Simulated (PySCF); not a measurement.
An unknown shows these calculated signals:

1H NMR (600 MHz, computed): δ 7.78 (s, 2H), 3.71 (s, 2H), 0.95 (s, 9H).

13C{1H} NMR (computed): δ 146.8 (CH), 58.7 (CH2), 35.2 (C), 28.7 (CH3).

Computational details: coordinates at the GFN2-xTB level, shielding tensors at PBE0/pcSseg-1 (GIAO), in PySCF (relativity neglected, in vacuum, rapidly exchanging positions averaged, one computed conformer).

References, each an isolated molecule treated in the same way: 1H and 13C vs TMS.

Question: Which of these does the molecule contain: a tert-butyl group, a non-aromatic C=C double bond, an N-methyl group, a methoxy group, a heteroaromatic ring?

Answer: 
- A tert-butyl group: yes (δC 28.7, 35.2; δH 0.95 (s)).
- A non-aromatic C=C double bond: no.
- An N-methyl group: no.
- A methoxy group: no.
- A heteroaromatic ring: yes.

The data belong to SMILES CC(C)(C)Cn1cnnc1, C7H13N3; they needn't prove each group on their own.

Carbon signals by region: 1 in the sp2 and nitrile region (100–160 ppm), 1 at 50–100 ppm, 2 below 50 ppm.

Shifts are as computed. Against solution values, carbons near 30 ppm lie about +3 ppm off and those near 130 ppm about +5 ppm. Of 1211 compounds with measured shifts, 218 miss one by over three times the rms of a fit or turn the order of signals round; such compounds aren't used in these exercises. Multiplicities follow the n + 1 count of equivalent neighbours, as no J values were calculated; m marks all less simple cases, F and P coupling included.
